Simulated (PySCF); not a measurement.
## PySCF run on GaP⁺

Input:

```python
from pyscf import gto, scf, mp

mol = gto.M(
    atom='Ga 0 0 0; P 0 0 2.252',
    basis='6-31g*',
    charge=1,
    spin=3,
    symmetry=True,
    verbose=4,
)
mf = scf.UHF(mol)
mf.kernel()
mp.MP2(mf, frozen=14).kernel()
mf.dip_moment()
print('orbital energies (hartree):', [e[max(0, n-3):n+3].round(4) for e, n in zip(mf.mo_energy, mol.nelec)])
```

```bash
$ python input.py
```

The log (some set-up lines and the per-cycle HOMO/LUMO lines with their warnings removed):

```
PySCF version 2.14.0

[INPUT] Symbol           X                Y                Z      unit          X                Y                Z       unit  Magmom
[INPUT]  1 Ga     0.000000000000   0.000000000000   0.000000000000 AA    0.000000000000   0.000000000000   0.000000000000 Bohr   0.0
[INPUT]  2 P      0.000000000000   0.000000000000   2.252000000000 AA    0.000000000000   0.000000000000   4.255663232521 Bohr   0.0

nuclear repulsion = 109.266164776998
point group symmetry = Coov
symmetry origin: [0.         0.         1.38771627]
symmetry axis x: [1. 0. 0.]
symmetry axis y: [0. 1. 0.]
symmetry axis z: [0. 0. 1.]
num. orbitals of irrep A1 = 20
num. orbitals of irrep E1x = 11
num. orbitals of irrep E1y = 11
num. orbitals of irrep E2x = 4
num. orbitals of irrep E2y = 4
number of shells = 20
number of NR pGTOs = 146
number of NR cGTOs = 50
basis = 6-31g*
ecp = {}

******** <class 'pyscf.scf.uhf_symm.SymAdaptedUHF'> ********
method = SymAdaptedUHF
initial guess = minao
damping factor = 0
level_shift factor = 0
DIIS = <class 'pyscf.scf.diis.CDIIS'>
SCF conv_tol = 1e-09
SCF max_cycles = 50
number electrons alpha = 24  beta = 21
Freeze 0 electrons in irreps []
    45 free electrons in irreps A1 E1x E1y E2x E2y
init E= -2262.99975338317

cycle= 1 E= -2263.3572148855  delta_E= -0.357  |g|= 0.206  |ddm|= 1.17
cycle= 2 E= -2263.40162399397  delta_E= -0.0444  |g|= 0.101  |ddm|= 0.578
cycle= 3 E= -2263.40594817707  delta_E= -0.00432  |g|= 0.0336  |ddm|= 0.116
cycle= 4 E= -2263.40741302368  delta_E= -0.00146  |g|= 0.0134  |ddm|= 0.0964
cycle= 5 E= -2263.40785991726  delta_E= -0.000447  |g|= 0.00462  |ddm|= 0.0626
cycle= 6 E= -2263.40792180118  delta_E= -6.19e-05  |g|= 0.00149  |ddm|= 0.0248
cycle= 7 E= -2263.40793059324  delta_E= -8.79e-06  |g|= 0.000812  |ddm|= 0.00831
cycle= 8 E= -2263.40793394518  delta_E= -3.35e-06  |g|= 0.000459  |ddm|= 0.00546
cycle= 9 E= -2263.40793552979  delta_E= -1.58e-06  |g|= 0.000207  |ddm|= 0.00469
cycle= 10 E= -2263.40793584131  delta_E= -3.12e-07  |g|= 6.52e-05  |ddm|= 0.00228
cycle= 11 E= -2263.40793586317  delta_E= -2.19e-08  |g|= 1.62e-05  |ddm|= 0.000591
cycle= 12 E= -2263.40793586394  delta_E= -7.62e-10  |g|= 3.03e-06  |ddm|= 9.92e-05
Extra cycle  E= -2263.40793586395  delta_E= -1.05e-11  |g|= 1.61e-06  |ddm|= 7.99e-06
converged SCF energy = -2263.40793586395  <S^2> = 3.7812255  2S+1 = 4.0155824

******** <class 'pyscf.mp.ump2.UMP2'> ********
nocc = (np.int64(10), np.int64(7)), nmo = (36, 36)
frozen orbitals 14
E(UMP2) = -2263.68115470887  E_corr = -0.273218844926589
E(SCS-UMP2) = -2263.66039726071  E_corr = -0.252461396766352
E_corr(same-spin) = -0.087001404398717
E_corr(oppo-spin) = -0.186217440527872

WARN: System has nonzero charge 1; the dipole moment is origin-dependent.
Location of origin: [0. 0. 0.]

Dipole moment(X, Y, Z, Debye):  0.00000,  0.00000,  2.88672
orbital energies (hartree): [array([-0.6202, -0.6202, -0.5733, -0.1754, -0.1754, -0.0778]), array([-1.4706, -0.8775, -0.6202, -0.224 , -0.2156, -0.2156])]
```

In short: E(SCF) = -2263.407936 Eh, 12 cycles, E(MP2) − E(SCF) = -0.27322 Eh, ⟨S²⟩ = 3.781.

Wall time 1.9 s on one thread of a shared host.

The bond length is a typed value, not an optimised one. The dipole of an ion depends on the origin. No search for the lowest solution was made.
